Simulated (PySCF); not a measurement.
**Spin states of NiN⁺**

Unrestricted PBE0; basis Ni def2-TZVPPD, N def2-TZVPPD; no relativity; PySCF 2.14. Outer shells of the fragments: Ni+ 3d9; N 2s2 2p3.

Followed along the bond (rough minima from three points):

```csv
2Ms+1,unpaired,⟨S²⟩ at the start,R at minimum (Å),Te (eV)
5,"σ ↑, π ↑↑, δ ↑",6.02,1.81,0.00
3,π ↑↑,2.74,1.79,0.18
3,"σ ↑, π ↑",2.87,1.78,0.28
3,"σ ↑, π ↑↑, δ ↓",3.03,1.85,0.29
5,"σ ↑, π ↑↑↑",6.01,1.94,0.47
1,"σ ↓, π ↑↑, δ ↓",2.01,1.83,0.60
```

Solutions found at the starting distance of 1.810 Å, counted from the lowest of them; the search is not exhaustive and high or unbound solutions are not listed, so other states can lie among these:

```csv
2Ms+1,unpaired,term,E (eV),⟨S²⟩,⟨Lz²⟩,μ (D)
5,"σ ↑, π ↑↑, δ ↑",⁵Δ,0.00,6.02,4.00,-2.45
3,π ↑↑,mixed,0.18,2.74,0.00,-1.55
3,"σ ↑, π ↑",mixed,0.29,2.87,1.04,-1.81
3,"σ ↑, π ↑↑, δ ↓",mixed,0.30,3.03,4.00,-1.95
5,"σ ↑, π ↑↑↑",⁵Π,0.54,6.01,1.06,-2.15
1,"σ ↓, π ↑↑, δ ↓",mixed,0.60,2.01,4.00,-3.13
5,"σ ↑↑, π ↑↑",⁵Σ⁻,0.73,6.01,0.00,-1.28
3,"π ↑, δ ↑",mixed,0.85,2.74,2.62,-2.74
3,"σ ↓, π ↑↑, δ ↑",mixed,0.92,3.02,4.00,-2.56
3,"σ ↓, π ↑↑↑",mixed,1.45,3.02,1.06,-2.48
1,"π ↑, δ ↓",mixed,1.51,1.49,4.02,-2.82
1,"σ ↓↓, π ↑↑",mixed,1.94,2.01,0.00,-1.45
5,"π ↑↑↑, δ ↑",mixed,2.09,6.11,4.24,-3.12
1,none,¹Σ⁺,2.51,0.00,0.00,-2.06
```

A term symbol is given only where ⟨S²⟩ and ⟨Lz²⟩ are close to those of a pure state; real π, δ and φ orbitals otherwise mix terms. A positive dipole points towards N; it is taken about the centre of mass and depends on that origin.

With d or f electrons several states lie close, and the lowest PBE0 determinant need not be the measured ground state.
